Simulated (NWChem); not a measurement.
Molecule: C2H2F, doublet; SMILES [CH]=CF

All runs: NWChem. Spin-unrestricted. In the optimisation the excess spin sits in a' (Cs, its own frame). All runs use the structure optimised with PBE0/def2-SVP, spin-unrestricted. No stability test was run on the SCF state. B3LYP is NWChem's, with the RPA form of VWN correlation. Vertical excitations in the gas phase; the lowest state need not have the same character in each row. Excited states of an open shell can be spin-contaminated.

```
level                                      lowest excitation (eV)  oscillator strength of that lowest state  lowest empty minus highest occupied level, either spin (eV)
-----------------------------------------  ----------------------  ----------------------------------------  -----------------------------------------------------------
PBE/def2-SVP, TDA                                            2.34                                     0.000                                                         2.57
B3LYP/def2-SVP, TDA                                          2.34                                     0.000                                                         4.48
LRC-wPBEh/def2-SVP, TDA                                      2.56                                     0.000                                                         8.96
LDA (Slater exchange, VWN5)/def2-SVP, TDA                       ?                                     0.000                                                            ?
```

Complete the blanks.


- LDA (Slater exchange, VWN5)/def2-SVP, TDA, lowest excitation (eV): 2.08
- LDA (Slater exchange, VWN5)/def2-SVP, TDA, lowest empty minus highest occupied level, either spin (eV): 1.93
